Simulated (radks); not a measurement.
Ionisation ladder of lanthanum, from La44+ to La49+. Each ion is in the ground configuration listed by NIST, and IE = E(next ion) - E(this ion). Calculated with a radial shooting solver on a logarithmic mesh with Libxc functionals: scalar-relativistic Kohn-Sham, PBE, spin-polarised, spherical densities, point nucleus; open shells are filled with parallel spins first (spin-orbit coupling, left out, can overturn this in heavy ions).

species  configuration  E (hartree)  IE, Delta-SCF (eV)  -e(HOMO) (eV)     HOMO  <r> HOMO (bohr)  IE, NIST (eV)    kind  error (eV)
La44+     [Ne] 3s2 3p1   -6656.9370              3446.4         3403.7    3p up            0.247           3515  theory       -68.6
La45+         [Ne] 3s2   -6530.2853              3715.5         3676.1       3s            0.254           3704  theory       +11.5
La46+         [Ne] 3s1   -6393.7449              3811.2         3771.3    3s up            0.252           3800  theory       +11.2
La47+             [Ne]   -6253.6876              8811.4         8693.1       2p           0.0921           8669  theory      +142.4
La48+     [He] 2s2 2p5   -5929.8754              9053.0         8935.4  2p down           0.0914           8914  theory      +139.0
La49+     [He] 2s2 2p4   -5597.1825              9291.1         9175.7  2p down           0.0908           9184  theory      +107.1

Reference values: NIST Atomic Spectra Database (exp. = measured, semi-emp. = semi-empirical, theory = theoretical value adopted there). The ionisation energy per charge of the ion left behind rises most, in proportion, at La47+ ([Ne]), from 81.088 to 183.57 eV. Open shells are spherical and high-spin; term and fine-structure splittings are not resolved. Spin-orbit splitting is averaged out at the scalar-relativistic level.
